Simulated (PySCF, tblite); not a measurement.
C₆H₁₄FNSi.
Numbering: `[CH3:1][CH:2]([CH3:3])[C@@H:4]1[CH2:5][Si@H:6]([CH2:7][F:8])[NH:9]1` (hydrogens: H10, H11, H12 on C1; H13 on C2; H14, H15, H16 on C3; H17 on C4; H18, H19 on C5; H20 on Si6; H21, H22 on C7; H23 on N9)

Cartesian coordinates in Å at the GFN2-xTB level; atoms count from 1:
```
atom  x, y, z in Å
C1    -2.2294    1.3710   -0.1365
C2    -1.3558    0.1660   -0.4772
C3    -2.2226   -1.0809   -0.6435
C4    -0.2975   -0.0439    0.6072
C5     0.7715    1.0577    0.6972
Si6    2.0964   -0.3093    0.5852
C7     3.3161   -0.3523   -0.8902
F8     4.2034   -1.3992   -0.7220
N9     0.6231   -1.1389    0.3003
H10   -2.9532    1.5488   -0.9287
H11   -2.7717    1.1925    0.7898
H12   -1.6275    2.2673   -0.0129
H13   -0.8318    0.3562   -1.4200
H14   -2.9877   -0.9101   -1.3976
H15   -2.7150   -1.3272    0.2956
H16   -1.6215   -1.9306   -0.9566
H17   -0.7963   -0.2001    1.5721
H18    0.7349    1.6242    1.6203
H19    0.7213    1.7528   -0.1347
H20    2.8691   -0.5547    1.8094
H21    3.9283    0.5491   -0.9568
H22    2.8280   -0.5159   -1.8532
H23    0.3132   -2.0956    0.3402
```

Computed with PBE0/pcSseg-1 in PySCF (dipole) on a GFN2-xTB geometry, gas phase.

Take the most abundant isotopes and a rigid rotor. The values belong to one conformer with, in the numbering `[CH3:1][CH:2]([CH3:3])[C@@H:4]1[CH2:5][Si@H:6]([CH2:7][F:8])[NH:9]1`, C1–C2–C4–C5 -67°, C5–Si6–C7–F8 178°, C2–C4–C5–Si6 -128°, C4–C5–Si6–C7 118°, C5–Si6–N9–C4 -8°, C2–C4–N9–Si6 130°.

**Question.** Give the principal moments of inertia and the rotational constants in MHz.

**Answer.** Ia = 168.83, Ib = 804.35, Ic = 863.99 u·Å²; 505379 MHz·u·Å²/I gives A = 2993, B = 628.3, C = 584.9 MHz.

**Question.** Classify the top.

**Answer.** A near-prolate asymmetric top. Ray's parameter κ = (2B − A − C)/(A − C) = -0.964; −1 is the prolate and +1 the oblate limit.

**Question.** What does the inertial defect say?

**Answer.** Not planar: Δ = Ic − Ia − Ib = -109.19 u·Å². For a rigid frame Δ = −2 Σ m c², so Σ m c² = 54.59 u·Å² lies off the ab plane: 18.85 from hydrogen and 35.74 from heavier atoms. The atom farthest from that plane is 1.64 Å away.

**Question.** Give the other two planar moments, Paa and Pbb, and the rms extents of the mass along the axes.

**Answer.** Paa = Σ m a² = (Ib + Ic − Ia)/2 = 749.76 and Pbb = Σ m b² = (Ia + Ic − Ib)/2 = 114.24 u·Å². With the mass M = 147.09 u, the rms extents √(P/M) along a, b and c are 2.26, 0.88, 0.61 Å.

**Question.** Where do the levels up to J = 2 lie, in K?

**Answer.** Above 0(0,0), as E/k:
J = 1: 1(0,1) 0.058, 1(1,1) 0.172, 1(1,0) 0.174
J = 2: 2(0,2) 0.175, 2(1,2) 0.286, 2(1,1) 0.292, 2(2,1) 0.633, 2(2,0) 0.633
Those of J = 1 are B + C, A + C and A + B.

**Question.** Predict some low-J microwave lines.

**Answer.** The dipole components are |μa| = 1.80 D, |μb| = 0.65 D, |μc| = 0.37 D. The squared components, which scale the intensities, stand as 1.00 : 0.13 : 0.04 (a : b : c). Some lines, for components of 0.1 D or more:

| type | branch | J(Ka,Kc) | MHz | lower level (cm⁻¹) |
| --- | --- | --- | --- | --- |
| a | Q | 5(1,4) ← 5(1,5) | 650 | 0.676 |
| a | R | 1(0,1) ← 0(0,0) | 1213 | 0.000 |
| c | Q | 2(1,2) ← 2(0,2) | 2322 | 0.121 |
| c | R | 1(1,0) ← 0(0,0) | 3622 | 0.000 |
| a | R | 3(1,2) ← 2(1,1) | 3704 | 0.203 |
| c | R | 2(1,1) ← 1(0,1) | 4878 | 0.040 |
| b | Q | 5(2,3) ← 5(1,4) | 6858 | 0.697 |
| b | R | 3(2,2) ← 2(1,1) | 10735 | 0.203 |
| b | R | 4(2,3) ← 3(1,2) | 11883 | 0.327 |
| c | Q | 3(3,1) ← 3(2,1) | 11931 | 0.561 |
| c | R | 4(2,3) ← 3(1,3) | 12143 | 0.318 |
| c | R | 5(2,3) ← 4(1,3) | 13030 | 0.491 |
| c | R | 4(3,1) ← 3(2,1) | 16786 | 0.561 |
| c | R | 5(4,2) ← 4(3,2) | 22774 | 1.121 |
| c | R | 5(5,0) ← 4(4,0) | 27548 | 1.679 |
| c | R | 5(5,1) ← 4(4,1) | 27548 | 1.679 |

**Question.** Estimate the classical rotational partition function at 10 K, 25 K and 500 K.

**Answer.** Point group C1, symmetry number σ = 1; q = (√π/σ)·√((kT/h)³/(ABC)), k/h = 20836.6 MHz/K: 5080 at 10 K, 20100 at 25 K, 1800000 at 500 K.

Its GFN2-xTB frequencies are all real (lowest 31 cm⁻¹). These are rigid-rotor constants of the computed structure; measured ground-state constants (B0) also hold zero-point vibration. A rigid rotor knows nothing of inversion at nitrogen or internal rotation, which can split or shift real lines. Quadrupole hyperfine structure (14N) is left out.

Time: 2.3 min wall; peak memory 1.1 GiB. Hardware: an Intel Xeon at 2.50 GHz with one thread, no GPU, shared host with 64 logical CPUs at a one-minute load of 59. This is the PBE0/pcSseg-1 job that gave the dipole, with the shieldings it also computed.
